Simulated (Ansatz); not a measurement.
C$_{2}$H$_{6}$Be, charge -1, doublet, geometry from GFN2-xTB (such geometries of metal compounds can be far from the true shape) (a state made from the parent by changing its charge; the spin is typed, not shown lowest) (a gas-phase anion, which may not be bound at this level); Ansatz (a first-principles code) with PBE/def2-SVPD.

Ansatz was given this input:
Ansatz 0.2 input:
```yaml
crystal:
  periodic: [false, false, false]
  atoms:
    - {symbol: Be, position_ang: [-0.49330245, 0.64118837, -0.51611087]}
    - {symbol: C, position_ang: [1.24574494, 0.06247317, -0.90022893]}
    - {symbol: H, position_ang: [1.26363474, -1.03342580, -1.01743396]}
    - {symbol: H, position_ang: [1.91122315, 0.26905777, -0.04599114]}
    - {symbol: H, position_ang: [1.79075906, 0.44963440, -1.78247158]}
    - {symbol: C, position_ang: [-1.12804535, -0.21545763, 1.02337050]}
    - {symbol: H, position_ang: [-1.11134760, -1.30872602, 0.88284988]}
    - {symbol: H, position_ang: [-2.13882794, 0.00278119, 1.41830932]}
    - {symbol: H, position_ang: [-0.44842916, -0.02616823, 1.87033152]}
basis:
  gaussian:
    orbitals: def2-SVPD
hamiltonian:
  xc: pbe
total_charge: -1
magnetization: {spin_polarized: true, initial_magnetization: 1}
```

Question: Write the output that Ansatz gives for this input, abridged.

Answer: 
```
Functional definition: PBE
874 factors; their error is unknown
mean field evaluation 1: about -2560.3087 eV, gradient 3.4e1 eV
mean field evaluation 2: about -2544.6494 eV, gradient 5.9e1 eV
mean field evaluation 4: about -2566.3516 eV, gradient 2.1e0 eV
mean field evaluation 8: about -2566.3832 eV, gradient 1.1e-1 eV
mean field evaluation 16: about -2566.3419 eV, gradient 5.0e-5 eV
mean field evaluation 32: about -2566.1698 eV, gradient 3.3e0 eV
mean field -2566.34190222 eV, -94.3113253776 hartree, gradient 4.5e-5 eV, S^2 0.751113; 3 other end points of the search recorded, 0 dependent functions left out
reference -2566.34197756 eV, -94.3113281463 hartree; 12, 11 occupied and 88, 89 virtual orbitals, 874 factors
Total energy: -2566.34197756 eV, -94.3113281463 hartree
```
